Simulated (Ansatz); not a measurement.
Job for Ansatz (an electronic-structure program): R-RI-MP2/def2-QZVPP on AlAsH4O (SMILES [OH][AlH][AsH2]), a point of a torsion scan. Files ending in .json are basis or fitting sets from the Basis Set Exchange. The run froze 20 orbitals, filled d shells among them.

Ansatz 0.2 input:
```yaml
crystal:
  periodic: [false, false, false]
  atoms:
    - {symbol: O, position_ang: [-1.59743426, -0.65511715, 0.44186157]}
    - {symbol: Al, position_ang: [-0.49965340, 0.42542723, -0.14268883]}
    - {symbol: As, position_ang: [1.85343157, 0.24097490, 0.34720927]}
    - {symbol: H, position_ang: [-2.29734368, -1.22873114, 0.72389911]}
    - {symbol: H, position_ang: [-1.15139388, 1.52232537, -1.02022987]}
    - {symbol: H, position_ang: [1.70729182, -1.10563207, -0.34102762]}
    - {symbol: H, position_ang: [1.37151644, -0.40680305, 1.62904598]}
basis:
  gaussian:
    orbitals: def2-QZVPP.json
    fitting: {mean_field: def2-universal-JKFIT, correlation: def2-QZVPP-RIFIT.json}
magnetization: {spin_polarized: false}
correlation: {method: mp2, electrons: outside_noble_gas}
scf: {lower_state_search: off}
```

Program output:

```
WARN ansatz: RAYON_NUM_THREADS=1 ignored (pool sized by the plan → 1); use --threads N
Functional definition: HF
these checks for a lower state are left out or cut short: stability, starts, cluster_reference, orbital_swaps, neighbouring_geometries, increment
integrals: 0.47 GiB planned
543 factors; integrals over basis functions are off by at most 2.9e0 eV
mean field: 0.75 GiB planned
mean field evaluation 1: about -69479.8040 eV, gradient 4.2e1 eV
mean field evaluation 2: about -69481.8534 eV, gradient 3.0e1 eV
mean field evaluation 4: about -69483.2962 eV, gradient 6.1e-1 eV
mean field -69483.29943028 eV, -2553.4641565908 hartree, gradient 8.6e-7 eV, S^2 0.000000; 0 other end points of the search recorded, 0 dependent functions left out
20 core orbitals not correlated
830 factors; their error is unknown
reference -69483.29943028 eV, -2553.4641565908 hartree; 9, 9 occupied and 307, 307 virtual orbitals, 830 factors
second order -13.72290795 eV of doubles, -0.00000000 eV of singles
Total energy: -69497.02233823 eV, -2553.9684641562 hartree
Checks for a lower state left out: stability, starts, cluster_reference, orbital_swaps, neighbouring_geometries, increment
```

Self-consistency was reached.

Cost: about 5 core-seconds (a rough figure).
